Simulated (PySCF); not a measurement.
# Electron correlation in F (fluorine, neutral)

Starting occupation: [He] 2s2 2p5, 2p1/2 with m_j = -1/2, +1/2, 2p3/2 with m_j = -1/2, +1/2, +3/2. Calculation: PySCF 2.14, in an even-tempered Gaussian basis (21 s from 0.019 bohr⁻², ratio 2.4; 14 p from 0.025 bohr⁻², ratio 2.4; 6 d from 1.2 bohr⁻², ratio 2.6; 5 f from 1.8 bohr⁻², ratio 2.6); X2C-1e with screened-nucleus spin-orbit coupling, Gaussian nucleus. Frozen: nothing; 9 electrons correlated; the 30 highest virtual spinors left out.

MP2 pair energies summed by pair of shells (mhartree):

| pair | energy | share (%) |
| --- | --- | --- |
| 2p-2p | -129.00 | 46.0 |
| 2p-2s | -77.14 | 27.5 |
| 1s-1s | -39.63 | 14.1 |
| 1s-2p | -17.43 | 6.2 |
| 2s-2s | -11.42 | 4.1 |
| 1s-2s | -5.73 | 2.0 |

Total MP2 correlation energy: -280.35 mhartree.

The GHF reference relaxed away from the jj start to a determinant that is no pure jj level (⟨S²⟩ = 0.75, ⟨J²⟩ = 3.76); the energies belong to that determinant.
